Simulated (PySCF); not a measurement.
# Correlation energy of Kr⁺ (krypton, charge +1)

[Ar] 3d10 4s2 4p5, 2P determinant. Calculation: PySCF 2.14, in cc-pVDZ-PP with ECP10MDF (4s3p2d, 23 functions); scalar relativity through the core potential. Frozen: 3s2 3p6 3d10; 7 electrons correlated.

MP2 pair energies summed by pair of shells (mhartree):

```csv
pair,energy,share (%)
4p-4p,-63.62,68.3
4s-4p,-24.36,26.2
4s-4s,-5.15,5.5
```

Total MP2 correlation energy: -93.13 mhartree.

Same-spin part -23.96 and opposite-spin part -69.17 mhartree; SCS-MP2 scales them by 1/3 and 6/5 to -90.99 mhartree.

```tsv
level	correlation energy (mhartree)
CCSD	-106.83
(T)	-0.86
CCSD(T)	-107.69
```

Diagnostics: T1 = 0.0047, D1 = 0.0158, largest double amplitude 0.049.

Task: Is a single reference adequate?

Result: Yes, within this model without spin-orbit coupling: T1 lies below 0.03 and no double amplitude reaches 0.07.
